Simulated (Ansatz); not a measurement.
Reaction (formal exchange of groups at the Si–F bond): `CC[SiH](F)F` + SiH₄ → `CC[SiH](F)[SiH3]` + H–F

Gas-phase electronic energies from Ansatz, PBE0-D4/def2-TZVP geometries. CBS: MP2 limit from def2 TZ/QZ plus the TZ coupled-cluster correction, frozen cores. This one scheme is used for every species. Functionals use def2-TZVPP. One conformer a species, not always the lowest.

`CC[SiH](F)F`:

Z-matrix (Å, degrees):
```
C
C 1 1.529
H 1 1.092 2 111.3
H 1 1.092 2 111.2 3 120.0
H 1 1.092 2 111.3 3 -119.9
Si 2 1.846 1 114.1 3 60.0
H 2 1.096 1 110.7 3 -61.5
H 2 1.096 1 110.7 3 -178.5
F 6 1.592 2 109.9 1 58.2
F 6 1.592 2 109.9 1 -58.6
H 6 1.478 2 114.9 1 179.8
```

SiH₄:

Cartesian coordinates in Å:
```
Si 0.000 0.000 0.000
H 0.415 -0.675 1.256
H 1.124 0.821 -0.515
H -1.168 0.875 0.271
H -0.371 -1.022 -1.011
```

`CC[SiH](F)[SiH3]`:

Z-matrix (Å, degrees):
```
C
C 1 1.527
H 1 1.092 2 111.3
H 1 1.093 2 111.4 3 -120.1
H 1 1.093 2 111.3 3 119.8
Si 2 1.866 1 113.7 3 -60.0
H 2 1.096 1 110.6 3 62.3
H 2 1.097 1 110.7 3 179.4
Si 6 2.346 2 112.6 1 178.9
F 6 1.612 2 108.7 1 58.6
H 6 1.491 2 109.8 1 -57.5
H 9 1.488 6 110.7 2 -58.1
H 9 1.487 6 111.3 2 -179.3
H 9 1.490 6 109.0 2 61.0
```

H–F:

Z-matrix (Å, degrees):
```
F
H 1 0.920
```

CCSD(T)/CBS gives +39.3 kcal/mol.

**Question.** Another level gave +40.0 kcal/mol. Which?
A. CAM-B3LYP-D4/def2-TZVPP
B. CAM-B3LYP/def2-TZVPP
C. ωB97X-V/def2-TZVPP
D. BLYP-D4/def2-TZVPP

**Answer.** C. ωB97X-V 40.0, BLYP-D4 38.8, CAM-B3LYP-D4 42.2, CAM-B3LYP 43.3 kcal/mol.

Largest T1 diagnostic among the species: 0.011.

Leaving LDA and LC-ωPBE aside and taking each functional with its dispersion term where it has one, the values, not all of them listed here, spread over 8.4 kcal/mol, from revPBE-D4 to BHLYP-D4. In def2-TZVPP, CCSD(T) changes the Hartree–Fock value by −7.2 kcal/mol (the triples alone add −1.0 kcal/mol) and MP2 by −6.2 kcal/mol. The D4 term adds −1.8 kcal/mol with B3LYP and −1.1 kcal/mol with PBE0; it sums over pairs of atoms, weighted by their polarisabilities, and B3LYP, whose exchange is more repulsive, gets the larger term.

B3LYP here is the variant with VWN-RPA as its local correlation; programs differ in this.

CCSD(T)/CBS has its own doubt, a few kJ/mol and more with outer-core shells, so smaller differences from it don't rank the levels.
